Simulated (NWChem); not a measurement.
System: C2H5BFNO; SMILES C(=N\B(O)F)/C

```xyz
11

C     -0.0358     2.7466    -0.2928
C      0.0168     1.3714     0.3112
N     -0.0574     0.3113    -0.3701
B     -0.0087    -1.0737    -0.0623
O      1.1840    -1.7258     0.0590
F     -1.1558    -1.7795     0.0080
H     -0.8764     3.3146     0.1278
H      0.8768     3.3043    -0.0433
H     -0.1421     2.6861    -1.3784
H      0.1253     1.3557     1.4100
H      1.0475    -2.6805     0.1503
```
Atoms are numbered in this order, from 1.

Program: NWChem. Pople sets run with spherical d functions. The geometry was optimised at B3LYP/6-31G* (spherical d). GIAO values for the isolated, static molecule; σ is the absolute isotropic shielding, δ = σ(reference) − σ with the isolated reference molecule computed at the same levels (11B: boron trifluoride, 13C: tetramethylsilane, 1H: tetramethylsilane, 15N: ammonia, 17O: water).

For level BHandHLYP/pcSseg-1:

```
Property                 Result
-----------------------  ------
δ C2 (ppm)                175.1
δ O5 (ppm)                 89.5
δ H7 (rotor mean) (ppm)    2.09
δ H10 (ppm)                8.15
δ H11 (ppm)                3.68
```

Q: Estimate the same quantities for level B3LYP/6-311G**.

A: 
- δ C2 (ppm): 170.8
- δ O5 (ppm): 100.4
- δ H7 (rotor mean) (ppm): 1.97
- δ H10 (ppm): 8.56
- δ H11 (ppm): 3.12
